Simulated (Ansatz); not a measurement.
Mulliken charges of CH3CdF, SMILES `[CH3][Cd][F]` from r2SCAN/def2-TZVPP in Ansatz (PBE0-D4/def2-TZVP geometry).

```json
{"atom": "C1", "x (Å)": "-0.536", "y (Å)": "-0.135", "z (Å)": "-0.625", "charge (e)": "-0.473"}
{"atom": "Cd2", "x (Å)": "0.799", "y (Å)": "0.201", "z (Å)": "0.933", "charge (e)": "0.731"}
{"atom": "F3", "x (Å)": "2.049", "y (Å)": "0.516", "z (Å)": "2.391", "charge (e)": "-0.560"}
{"atom": "H4", "x (Å)": "-1.526", "y (Å)": "-0.344", "z (Å)": "-0.220", "charge (e)": "0.101"}
{"atom": "H5", "x (Å)": "-0.586", "y (Å)": "0.748", "z (Å)": "-1.262", "charge (e)": "0.101"}
{"atom": "H6", "x (Å)": "-0.201", "y (Å)": "-0.987", "z (Å)": "-1.217", "charge (e)": "0.101"}
```

Q: By hand: the dipole of these point charges (1 e Å = 4.8032 D).

A: Σ q r = (-0.543, -0.137, -0.634) e Å, of length 0.846 e Å = 4.06 D.

Q: How does the dipole of the full density compare? (Best estimate.)

A: Ansatz gave: (-0.449, -0.113, -0.524) e Å, 3.36 D; the point charges give 1.21 times that, at 0° from its direction.

Point charges leave out the atoms' own dipoles, such as those of lone pairs, and Mulliken's split depends on the basis, so the two needn't agree.
